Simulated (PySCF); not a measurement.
# How the method moves the HOMO and LUMO of `C=C=C(C=O)B(F)F`

Species: C₄H₃BF₂O.
SMILES with atom numbers: `[CH2:1]=[C:2]=[C:3]([CH:4]=[O:5])[B:6]([F:7])[F:8]` (hydrogens: H9, H10 on C1; H11 on C4)

Structure used (PBE0-D3(BJ)/def2-SVP), in Å, numbered top down from 1:
```
atom  x, y, z in Å
C1     2.1468   -0.1883    0.5082
C2     0.8891   -0.1019    0.1957
C3    -0.3964   -0.0082   -0.1140
C4    -1.1730   -1.2450   -0.4365
O5    -0.7191   -2.3579   -0.4560
B6    -1.0750    1.3862   -0.1110
F7    -0.3938    2.4917    0.1031
F8    -2.3734    1.5039   -0.3217
H9     2.4576   -0.3224    1.5495
H10    2.9224   -0.1322   -0.2625
H11   -2.2484   -1.0528   -0.6713
```

Basis pcSseg-1 throughout (PySCF), one geometry. Geometry: PBE0-D3(BJ)/def2-SVP, one conformer, isolated molecule.

Task: How do the orbital energies, the gap and the dipole change with the method?

Result: 
```json
{"method": "OPBE", "kind": "GGA", "HOMO (eV)": "-6.00", "LUMO (eV)": "-3.22", "gap (eV)": "2.77", "μ (D)": "1.99", "SCF cycles": "18"}
{"method": "B97-D", "kind": "GGA", "HOMO (eV)": "-6.08", "LUMO (eV)": "-3.22", "gap (eV)": "2.86", "μ (D)": "2.05", "SCF cycles": "18"}
{"method": "BP86", "kind": "GGA", "HOMO (eV)": "-6.18", "LUMO (eV)": "-3.41", "gap (eV)": "2.76", "μ (D)": "2.05", "SCF cycles": "18"}
{"method": "B97-2", "kind": "global hybrid", "HOMO (eV)": "-7.39", "LUMO (eV)": "-2.44", "gap (eV)": "4.95", "μ (D)": "2.10", "SCF cycles": "15"}
{"method": "PBE0", "kind": "global hybrid", "HOMO (eV)": "-7.67", "LUMO (eV)": "-2.39", "gap (eV)": "5.28", "μ (D)": "2.11", "SCF cycles": "14"}
{"method": "CAM-B3LYP", "kind": "range-separated hybrid", "HOMO (eV)": "-9.10", "LUMO (eV)": "-1.22", "gap (eV)": "7.88", "μ (D)": "2.11", "SCF cycles": "14"}
{"method": "wB97X-D", "kind": "range-separated hybrid", "HOMO (eV)": "-9.60", "LUMO (eV)": "-0.59", "gap (eV)": "9.00", "μ (D)": "2.12", "SCF cycles": "14"}
{"method": "HF", "kind": "Hartree–Fock", "HOMO (eV)": "-11.19", "LUMO (eV)": "1.45", "gap (eV)": "12.64", "μ (D)": "2.36", "SCF cycles": "12"}
```

The HOMO spans 5.19 eV, from OPBE down to HF, and the gap runs from 2.76 eV (BP86) to 12.64 eV (HF). Over the methods OPBE (0 %), B97-D (0 %), BP86 (0 %), B97-2 (21 %), PBE0 (25 %), HF (100 %), a straight line through the gap against the share of exact exchange rises by 0.98 eV for each 10 % (correlation coefficient 1.000). The dipole ranges from 1.99 D (OPBE) to 2.36 D (HF). This basis has no diffuse functions.
